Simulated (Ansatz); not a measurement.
Computed with Ansatz on PBE0-D4/def2-TZVP structures; ΔE is electronic, products minus reactants. CBS: MP2 limit from def2 TZ/QZ plus the TZ coupled-cluster correction, frozen cores. This one scheme is used for every species. Functionals use def2-TZVPP. B3LYP here is the variant with VWN-RPA as its local correlation; programs differ in this. For Se outer-core shells are correlated without core-valence functions, which leaves a few kJ/mol of doubt a bond. Scalar relativity is left out up to krypton. Each species was taken in one conformer, which may not be the lowest.

Reaction (formal exchange of groups at the Se–B bond): `C[Se]BF` + `OCO` → `C[Se]C(O)O` + `BF`

```json
{"level": "PBE-D4", "ΔE (kcal/mol)": "27.7", "difference from CCSD(T)/CBS": "0.7"}
{"level": "r2SCAN-D4", "ΔE (kcal/mol)": "28.0", "difference from CCSD(T)/CBS": "1.0"}
{"level": "PBE0-D4", "ΔE (kcal/mol)": "28.0", "difference from CCSD(T)/CBS": "1.0"}
{"level": "B3LYP-D4", "ΔE (kcal/mol)": "26.5", "difference from CCSD(T)/CBS": "-0.5"}
{"level": "ωB97X-V", "ΔE (kcal/mol)": "26.2", "difference from CCSD(T)/CBS": "-0.8"}
{"level": "ωB97M-V", "ΔE (kcal/mol)": "26.4", "difference from CCSD(T)/CBS": "-0.6"}
{"level": "B2PLYP", "ΔE (kcal/mol)": "27.3", "difference from CCSD(T)/CBS": "0.3"}
{"level": "PBE", "ΔE (kcal/mol)": "28.5", "difference from CCSD(T)/CBS": "1.5"}
{"level": "r2SCAN", "ΔE (kcal/mol)": "28.3", "difference from CCSD(T)/CBS": "1.3"}
{"level": "PBE0", "ΔE (kcal/mol)": "28.8", "difference from CCSD(T)/CBS": "1.8"}
{"level": "B3LYP", "ΔE (kcal/mol)": "27.8", "difference from CCSD(T)/CBS": "0.8"}
{"level": "HF/def2-TZVPP", "ΔE (kcal/mol)": "27.5", "difference from CCSD(T)/CBS": "0.5"}
{"level": "MP2/def2-TZVPP", "ΔE (kcal/mol)": "26.7", "difference from CCSD(T)/CBS": "-0.3"}
{"level": "SCS-MP2/def2-TZVPP", "ΔE (kcal/mol)": "26.2", "difference from CCSD(T)/CBS": "-0.8"}
{"level": "CCSD/def2-TZVPP", "ΔE (kcal/mol)": "27.1", "difference from CCSD(T)/CBS": "0.1"}
{"level": "CCSD(T)/def2-TZVPP", "ΔE (kcal/mol)": "26.8", "difference from CCSD(T)/CBS": "-0.2"}
{"level": "HF/def2-QZVPP", "ΔE (kcal/mol)": "27.5", "difference from CCSD(T)/CBS": "0.5"}
{"level": "MP2/def2-QZVPP", "ΔE (kcal/mol)": "26.7", "difference from CCSD(T)/CBS": "-0.3"}
{"level": "SCS-MP2/def2-QZVPP", "ΔE (kcal/mol)": "26.3", "difference from CCSD(T)/CBS": "-0.7"}
{"level": "HF/CBS(def2)", "ΔE (kcal/mol)": "27.4", "difference from CCSD(T)/CBS": "0.4"}
{"level": "MP2/CBS(def2)", "ΔE (kcal/mol)": "26.8", "difference from CCSD(T)/CBS": "-0.2"}
{"level": "CCSD/CBS(def2)", "ΔE (kcal/mol)": "27.3", "difference from CCSD(T)/CBS": "0.3"}
{"level": "CCSD(T)/CBS", "ΔE (kcal/mol)": "27.0", "difference from CCSD(T)/CBS": "0"}
```

Largest T1 diagnostic among the species: 0.013.

The D4 term adds −1.4 kcal/mol with B3LYP and −0.8 kcal/mol with PBE0; it sums over pairs of atoms, weighted by their polarisabilities, and B3LYP, whose exchange is more repulsive, gets the larger term. In def2-TZVPP, CCSD(T) changes the Hartree–Fock value by −0.7 kcal/mol (the triples alone add −0.3 kcal/mol) and MP2 by −0.9 kcal/mol.
